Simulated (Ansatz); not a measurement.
CH6FNOSi can be A, `NC[SiH](O)F`, or B, `NC(O)(F)[SiH3]`.

Gas-phase electronic energies from Ansatz, PBE0-D4/def2-TZVP geometries. CCSD(T)/CBS adds triple-zeta CCSD(T) − MP2 to the extrapolated MP2 energy (def2 sets, frozen cores). DFT in def2-TZVPP. B3LYP here is the variant with VWN-RPA as its local correlation; programs differ in this. Each species was taken in one conformer, which may not be the lowest.

Question: Which isomer does CCSD(T)/CBS put lower? Give the gap. (Estimate.)

Answer: Computed: A, by 360.3 kJ/mol.

Question: Give E(B) − E(A) in kJ/mol with HF/def2-TZVPP, B3LYP, CCSD(T)/def2-TZVPP, B3LYP-D4, ωB97M-V, PBE-D4, B2PLYP. (Best estimate.)

Answer: Ansatz gave: HF/def2-TZVPP 357.9, B3LYP 345.0, CCSD(T)/def2-TZVPP 352.6, B3LYP-D4 344.7, ωB97M-V 347.1, PBE-D4 324.5, B2PLYP 354.8. None reverses the order clearly.

Question: Does the order hold for the free energy at 298.15 K (harmonic terms from PBE0-D4)? (Estimate.)

Answer: The calculation gave: Yes: G(B) − G(A) = +345.4 kJ/mol, for one conformer each. Modes under 60 cm⁻¹, often nearly free rotors, make the harmonic entropy too high.

Largest T1 diagnostic: 0.012.

From BLYP to BHLYP (50 % exact exchange), in def2-TZVPP and without D4, E(B) − E(A) moves by +22.4 kJ/mol. Leaving LDA and LC-ωPBE aside and taking each functional with its dispersion term where it has one, the values, not all of them listed here, spread over 34.4 kJ/mol, from revPBE-D4 to BHLYP-D4. LDA lies −4.8 kJ/mol from PBE without D4.
